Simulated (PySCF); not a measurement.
Question: Write Cartesian coordinates for `C#CC=C=C(C#C)OC` as optimised with PBE0-D3(BJ)/def2-SVP.

Answer: 
```xyz
15
C8H6O angstrom
C      3.3536    1.7576    1.0039
C      2.6168    1.0294    0.3723
C      1.7787    0.1677   -0.3955
C      0.4953   -0.0222   -0.1623
C     -0.7851   -0.2339    0.1045
C     -1.1801   -1.2945    0.9799
C     -1.4974   -2.1979    1.7227
O     -1.8153    0.4847   -0.3979
C     -1.4613    1.5552   -1.2358
H      3.9982    2.4035    1.5710
H      2.2600   -0.3590   -1.2341
H     -1.7824   -2.9970    2.3819
H     -2.3959    2.0467   -1.5326
H     -0.8125    2.2771   -0.7096
H     -0.9286    1.2006   -2.1356
```

Orientation and origin are arbitrary. Atoms count from 1 in this order. The C–C distances run from 1.212 Å (C6≡C7, drawn triple) to 1.431 Å (C5–C6, drawn single), a spread of 0.219 Å. O8 (ether oxygen) is bent (angle 115.7°). The 2 C–O bonds span 1.353 Å (C5–O8, drawn single) to 1.405 Å (O8–C9, drawn single), a spread of 0.052 Å. Of the pairs four or more bonds apart, C4···H14 is among the closest relative to their van der Waals radii: 2.70 Å, 93 % of the sum of Bondi's values.

Bonds between heavy atoms (Å): C1≡C2 1.213, C2–C3 1.426, C3=C4 1.318, C4=C5 1.325, C5–C6 1.431, C6≡C7 1.212, C5–O8 1.353, O8–C9 1.405.

Theory: PBE0-D3(BJ)/def2-SVP geometry optimisation, gas phase in PySCF.

Point group: C1 (no symmetry element, even within 0.4 Å). Stationary, but not proved a minimum. One conformer, not necessarily the lowest (C4–C5–O8–C9 -2°).

The run took 51 s of wall time on one thread of an Intel Xeon Platinum 8488C, shared host, and the process peaked at 0.75 GiB of memory. That covers the optimisation of the geometry.
